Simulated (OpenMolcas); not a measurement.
An atom or ion with 13 electrons was computed by SS-RASPT2, IPEA 0.25 Eh, imaginary shift 0.1 Eh with spin-orbit coupling (OpenMolcas, ANO-RCC-VQZP, DKH2). The lowest levels that the run gave, each within 12 % of the measured value where one is at hand:

```csv
J,Parity,E (cm-1),g
1/2,odd,0.0,0.666
3/2,odd,2060,1.334
3/2,even,213860,0.800
5/2,even,213920,1.200
```

**Question.** Which ion is it, and what are the configurations and terms?

**Answer.** Ar⁵⁺ (Z = 18, charge +5; active space 1 electron in 9 orbitals (RAS2 3p; RAS3 3d 4s, at most 1 electron)). J, parity and g give the terms where levels are pure, and mixed ones are named by the computed weights; the size of the splittings, set against known spectra of the 13-electron sequence, gives the charge. In order, with the measured energies in cm-1 (Saloman, J. Phys. Chem. Ref. Data 39, 033101 (2010)): 3s2 3p 2P* 1/2, 3s2 3p 2P* 3/2 (2208), 3s2 3d 2D 3/2 (218596), 3s2 3d 2D 5/2 (218656).

CASPT2 breaks the degeneracy within a term, and the mean is taken; among the terms shown or strongly mixed into the levels shown the widest spread is 17 cm-1 (3s2 3d 2D). Over all roots computed the reference weight is 0.90 to 0.98; the roots of lowest weight are the least certain, and an intruder state may touch them. ANO sets are built for valence states and can reach diffuse excited orbitals poorly, and with the s shell closed the s pⁿ⁺¹ terms that mix with these levels are absent. With one active electron, CASPT2 adds the correlation within the correlated inactive shells and between them and that electron, and leaves the splitting within a term as the reference gives it. Measured partners are found by configuration, term and J. A level has none where our copy of the source lacks it or the pairing is in doubt (some pairs that miss far off the trend of their configuration count as doubtful), and it then counts in no deviation. Only configurations of the active space appear.

* marks odd parity.
